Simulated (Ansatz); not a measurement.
A run for Ansatz (a first-principles code): R-wB97M-V/def2-TZVPP on H2O2Sn (SMILES [OH][Sn][OH]), a point of a torsion scan. Elements past Kr take the def2 small-core potentials; no spin–orbit coupling.

Ansatz 0.2 input:
```yaml
crystal:
  periodic: [false, false, false]
  atoms:
    - {symbol: O, position_ang: [1.21919466, -0.37535560, -0.51695787]}
    - {symbol: Sn, position_ang: [-0.31760765, 1.00257613, -0.52003756]}
    - {symbol: O, position_ang: [-1.72213611, -0.28453001, -1.22255953]}
    - {symbol: H, position_ang: [2.12844174, -0.24914926, -0.25649474]}
    - {symbol: H, position_ang: [-1.50837102, -1.19548404, -1.41772024]}
basis:
  gaussian:
    orbitals: def2-TZVPP
hamiltonian:
  xc: {name: wB97M-V}
scf: {lower_state_search: off}
```

**Question.** What total energy does the run end on?

**Answer.** -365.9866 hartree.
